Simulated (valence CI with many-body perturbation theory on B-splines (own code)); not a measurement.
Values are calculated unless marked as measured or tabulated.
**Hyperfine factors and g values of Tl⁵⁸⁺**

Method: valence CI with perturbative core correlation (CI+MBPT): five valence electrons over a frozen Dirac-Fock core [Ar], radial functions for each j: 7 s, 7 p, 8 d, 6 f, 4 g, 1 h, with the one-electron correlation potential Σ1, the two-electron term Σ2, the three-electron term Σ3, Breit, model QED; selected CI, second order for the rest (own B-spline code, finite nucleus).

No measured spectrum was set against this ion. As an estimate, large intervals hold to a few tenths of a per cent, small ones and those within an open d or f shell to about a per cent. The list stops below the first excitations out of the core. Only levels of the ground parity were solved; by the run's estimate the other parity begins above the list, which can be wrong where configurations are misplaced.

A/g_I is the dipole constant over the nuclear g factor μ/I (μ in nuclear magnetons, uniformly magnetised nucleus), B/Q the quadrupole constant per barn. Both hold the static response of the core; the bare values leave it out. Large factors of s and p1/2 electrons are usually good to 5 to 10 %; those of open d and f shells near neutrality can be off by tens of per cent, and small factors of p3/2, d and f electrons come from cancelling terms and can be off by a factor of two or in sign, in half-filled shells by more. B is blank for J = 1/2, where it vanishes, and for nearly pure S terms. Energies count from the lowest level.

Levels are named by their leading jj configuration (3d3/2^4 stands for four electrons in 3d with j = 3/2), which in mixed levels can hold well under half, so a name can repeat and another be missing. Letters in brackets count levels of one name in rising energy.

```
                      Level  E (eV)      g  A/g_I (MHz)  A/g_I bare  B/Q (MHz/b)  B/Q bare
      (3d3/2^4 3d5/2) J=5/2    0.00  1.246        51500       52700       101000    101000
(3d3/2^3 3d5/2^2) J=5/2 [a]   95.15  1.321        30300       31800        35000     35100
(3d3/2^3 3d5/2^2) J=7/2 [a]  107.71  1.158        60000       60800       107000    108000
   (3d3/2^3 3d5/2^2) J=11/2  108.72  1.090        78200       78800        -5940     -6260
(3d3/2^3 3d5/2^2) J=3/2 [a]  110.19  1.126        78100       78900        88100     88800
    (3d3/2^3 3d5/2^2) J=9/2  115.53  1.125        69500       70200       110000    111000
(3d3/2^3 3d5/2^2) J=5/2 [b]  120.20  1.122        71600       72300        -9230     -9250
(3d3/2^3 3d5/2^2) J=7/2 [b]  124.92  1.062        85100       85600      -119000   -120000
    (3d3/2^3 3d5/2^2) J=1/2  125.38  1.749       -41200      -37900                       
(3d3/2^3 3d5/2^2) J=3/2 [b]  145.79  0.801       135000      135000      -118000   -119000
(3d3/2^2 3d5/2^3) J=5/2 [a]  201.53  1.321        21600       23100         4860      4910
   (3d3/2^2 3d5/2^3) J=11/2  211.47  1.087        75900       76500         1360      1380
(3d3/2^2 3d5/2^3) J=7/2 [a]  211.50  1.205        50700       51800        -3450     -3480
(3d3/2^2 3d5/2^3) J=9/2 [a]  213.88  1.137        65400       66200        -8240     -8320
   (3d3/2^2 3d5/2^3) J=13/2  216.79  1.063        81900       82400        -73.9     -63.8
(3d3/2^2 3d5/2^3) J=1/2 [a]  220.23  0.420       224000      222000                       
(3d3/2^2 3d5/2^3) J=3/2 [a]  221.45  1.155        63400       64300         2020      2010
(3d3/2^2 3d5/2^3) J=5/2 [b]  222.36  1.019        90700       91100        -7850     -7880
(3d3/2^2 3d5/2^3) J=9/2 [b]  228.10  1.093        75200       75800         2030      2050
(3d3/2^2 3d5/2^3) J=7/2 [b]  230.80  0.977       101000      101000        -2050     -2080
(3d3/2^2 3d5/2^3) J=3/2 [b]  233.56  0.856       125000      125000         7240      7340
(3d3/2^2 3d5/2^3) J=5/2 [c]  233.72  1.046        85000       85400         7580      7610
(3d3/2^2 3d5/2^3) J=7/2 [c]  240.86  1.023        91100       91400         2050      2060
(3d3/2^2 3d5/2^3) J=1/2 [b]  241.11  1.740       -58100      -54900                       
(3d3/2^2 3d5/2^3) J=9/2 [c]  250.86  1.101        73500       74200        25700     26000
(3d3/2^2 3d5/2^3) J=3/2 [c]  268.35  1.173        58900       59800       -21600    -21800
(3d3/2^2 3d5/2^3) J=5/2 [d]  273.25  1.170        58700       59600        19300     19500
```

(1) Take the isotope of mass number 205, with I = 1/2, μ = 1.632 μN. What is the hyperfine structure of (3d3/2^3 3d5/2^2) J=7/2 [b]?

Answers

(1) From the table A = 278000 MHz. Shifts from the centre of gravity in MHz: F = 3: -626000, F = 4: 486000.
